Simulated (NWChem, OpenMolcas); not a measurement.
# Predicting a hybrid from its neighbours: KBr

KBr: 2 atoms, total charge 0, spin state singlet. As SMILES, `[K][Br]`. The coordinates come from a PBE0-D4/def2-TZVP relaxation.

The dipole moment y, in D, basis def2-TZVPP; a is the functional's share of exact exchange. Programs: NWChem 7.3.0, OpenMolcas 26.06.

| functional | program | a | y (D) |
| --- | --- | --- | --- |
| revPBE | NWChem | 0 | 10.24 |
| PBE | NWChem | 0 | 10.24 |
| B3LYP | OpenMolcas | 0.2 | ? |
| PBE0 | OpenMolcas | 0.25 | 10.60 |
| BHLYP | OpenMolcas | 0.5 | 10.79 |

**Question.** Fit y = c + s·a to the known rows and predict B3LYP.

**Answer.** 
1. Means of the 4 rows: a = 0.1875, y = 10.467.
2. Σ(Δa)² = 0.17188, Σ(Δa·Δy) = 0.19437, so the slope is 0.19437/0.17188 = 1.1308.
3. Intercept: 10.467 − (1.1308) × 0.1875 = 10.255. The largest residual of the fit is 0.062.
4. B3LYP: 10.255 + (1.1308) × 0.2 = 10.48 D.

The run gave 10.50 D, so the prediction is off by -0.02 D, within the scatter of the fit. More exact exchange makes the molecule more polar here.
